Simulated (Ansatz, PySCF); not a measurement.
CH8O3Si2 (SMILES C[Si](O)(O)O[SiH3]), singlet, at a GFN2-xTB geometry. Base run: PySCF with CASSCF(4,6)/STO-3G.

PySCF was given this input:
```python
from pyscf import gto, scf, mcscf
import numpy

mol = gto.Mole()
mol.atom = '''
    Si    2.20781448    0.38885035   -0.71758336
    O     0.65338416    0.51823551   -0.29675320
    Si   -0.74375700   -0.10316364    0.27408372
    C    -1.38392606   -1.42306807   -0.91426530
    O    -1.74408339    1.16421220    0.50186797
    O    -0.54972507   -0.80892206    1.71722778
    H     2.35101097   -0.70665604   -1.67751178
    H     2.49873336    1.69082628   -1.31632622
    H     3.00324771    0.13718208    0.48424092
    H    -2.39859306   -1.71383906   -0.66426770
    H    -0.76673617   -2.31362287   -0.87135987
    H    -1.38007968   -1.06934570   -1.94087434
    H    -1.87139679    1.79478772   -0.20067543
    H    -0.50604014   -0.26874345    2.50262109
'''
mol.basis = 'sto-3g'
mol.verbose = 3
mol.build()

mf = scf.RHF(mol)
mf.kernel()
mc = mcscf.CASSCF(mf, 6, 4)
mc.fix_spin_(ss=0.0)
mc.kernel()
occ = numpy.linalg.eigvalsh(mc.fcisolver.make_rdm1(mc.ci, mc.ncas, mc.nelecas))[::-1]
ss = mc.fcisolver.spin_square(mc.ci, mc.ncas, mc.nelecas)[0]
print('natural occupations', occ.round(4), ' <S^2>', round(ss, 4))
```

Programs used: Ansatz (a quantum-chemistry and plane-wave program), PySCF; a row that names a program was run with it.

The base run was repeated with changes; each row names its change, and settings that it needs were set with it.

```
change                                            ΔE vs base (mEh)            natural occupations  <S^2> of the state
------------------------------------------------  ----------------  -----------------------------  ------------------
base                                                         0.000  1.99 1.98 0.02 0.02 0.00 0.00                0.00
active space = 6 electrons, 5 orbitals                       4.357       2.00 1.99 1.98 0.02 0.01                0.00
active space = 2 electrons, 4 orbitals                      18.231            1.99 0.01 0.00 0.00                0.00
state_average = 2 states                                    14.500                              -                   -
active space = 4 electrons, 5 orbitals                       0.412       1.99 1.98 0.02 0.02 0.00                0.00
fix_spin_ = off                                              0.000  1.99 1.98 0.02 0.02 0.00 0.00                0.00
active space = 4 electrons, 4 orbitals                       1.251            1.99 1.98 0.02 0.01                0.00
active space = 2 electrons, 3 orbitals                      18.280                 1.99 0.01 0.00                0.00
orbitals = fixed (CASCI); correction = SC-NEVPT2            -196.4  2.00 2.00 0.00 0.00 0.00 0.00                0.00
code = ansatz                                                0.027                              -                   -
correction = SC-NEVPT2                                      -197.7  1.99 1.98 0.02 0.02 0.00 0.00                0.00
```

Active orbitals are taken around the Fermi level unless the row says otherwise; CASSCF can end in different local minima, and two programs can end on different orbitals. State-averaged rows give the lowest state.
